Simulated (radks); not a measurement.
Question: The mean radii <r> (bohr) of the occupied orbitals of an atom or ion are listed with their occupations. All-electron calculation, Dirac Kohn-Sham, OLYP, spin-unpolarised, spherical densities, point nucleus. Program: a radial shooting solver on a logarithmic mesh with Libxc functionals.

orbital  occ.      <r>
1s1/2       2  0.03040
2s1/2       2   0.1313
2p1/2       2   0.1112
2p3/2       4   0.1164
3s1/2       2   0.3578
3p1/2       2   0.3492
3p3/2       4   0.3601
3d3/2       4   0.3321
3d5/2       6   0.3356
4s1/2       2   0.8759
4p1/2       2   0.9326
4p3/2       4   0.9623
4d3/2       4    1.200
4d5/2       5    1.215
5s1/2       1    2.442
5d3/2       1    5.518

Name the element and its charge. Open shells, if any, fill j = l - 1/2 first.

Answer: Z = 48, cadmium, charge +1: Cd+ in [Kr] 4d9 5s1 5d1. The 1s radius gives Z: for a bare nucleus <r> = (2 gamma + 1)/(2Z) with gamma = sqrt(1 - (Z/c)^2), 0.02993 bohr for Z = 48, and screening makes it slightly larger (0.03040 here). The occupations add up to 47, and the charge is Z minus that.
